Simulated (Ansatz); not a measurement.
What each rung costs, and what it gives

Saddle point of SiH3ClO2, closed shell (SiH₃ClO₂ ([OH][SiH]([OH])[Cl]) → SiHClO ([O][SiH][Cl]) + H₂O (still joined by a long Si–O bond); bonds formed: O2–H4; bonds broken: O3–H4; bonds weakened to dative contacts: Si1–O2), PBE0-D4/def2-TZVP structure:

```
7
angstrom
Si -0.5711 0.2390 0.3761
O 1.1012 0.0787 -0.3898
O -1.0892 0.6068 -1.0397
H 0.4157 0.2929 -1.1992
H -0.4252 1.1879 1.4906
Cl -0.9126 -1.5982 1.2115
H 1.4814 -0.8072 -0.4496
```

Barriers are electronic and count from the start structure reached by relaxing down the imaginary mode.

Computed with Ansatz 0.2.0 (basis: as named in each row); correlated methods freeze the cores. B3LYP uses VWN-RPA correlation. Extrapolation: Hartree–Fock as exp(−7.88 √X), correlation as X^−2.97.

Times are rough, for one single point on 2 threads of a shared host (Arm Neoverse V2).

The estimate by CCSD(T) at an estimated basis limit (MP2 extrapolated from triple and quadruple zeta, plus CCSD(T) − MP2 in triple zeta) is 224.9 kJ/mol.

| method | basis | time (s) | barrier (kJ/mol) | method less estimate |
| --- | --- | --- | --- | --- |
| HF | STO-3G | under 1 | 351.3 | 126.4 |
| PBE-D4 | STO-3G | under 1 | 144.7 | -80.2 |
| SPW92 | def2-SVP | under 1 | 171.9 | -53.0 |
| B3LYP-D4 | 6-31G | under 1 | 207.3 | -17.6 |
| PBE-D4 | def2-SVP | under 1 | 183.0 | -41.9 |
| PBE0-D4 | def2-SVP | 1 | 207.5 | -17.4 |
| SPW92 | def2-TZVPP | 1 | 184.3 | -40.6 |
| PBE-D4 | def2-TZVPP | 2 | 194.8 | -30.1 |
| CCSD(T) | def2-SVP | 2 | 217.2 | -7.7 |
| BLYP-D4 | def2-TZVPP | 2 | 203.4 | -21.5 |
| BHLYP-D4 | def2-TZVPP | 3 | 244.2 | 19.3 |
| PBE0-D4 | def2-TZVPP | 3 | 216.8 | -8.1 |
| B3LYP-D4 | def2-TZVPP | 3 | 220.4 | -4.5 |
| CAM-B3LYP-D4 | def2-TZVPP | 4 | 225.2 | 0.3 |
| r2SCAN-D4 | def2-TZVPP | 5 | 213.6 | -11.3 |
| wB97M-V | def2-SVP | 6 | 210.9 | -14.0 |
| r2SCAN0-D4 | def2-TZVPP | 6 | 227.9 | 3.0 |
| B2PLYP | def2-TZVPP | 6 | 220.5 | -4.4 |
| PBE-QIDH | def2-TZVPP | 6 | 226.3 | 1.4 |
| RPA on PBE | def2-TZVPP | 6 | 219.1 | -5.8 |
| B97M-V | def2-TZVPP | 8 | 224.4 | -0.5 |
| wB97X-V | def2-TZVPP | 8 | 224.9 | 0.0 |
| wB97M-V | def2-TZVPP | 10 | 220.9 | -4.0 |
| MP2 | def2-QZVPP | 16 | 219.3 | -5.6 |
| CCSD(T) | def2-TZVPP | 64 | 224.4 | -0.5 |

All methods are single points on the PBE0-D4 structures.

The T1 diagnostic stays at or below 0.015.

Labels in which every atom is bracketed show which atoms are joined, not bond orders.
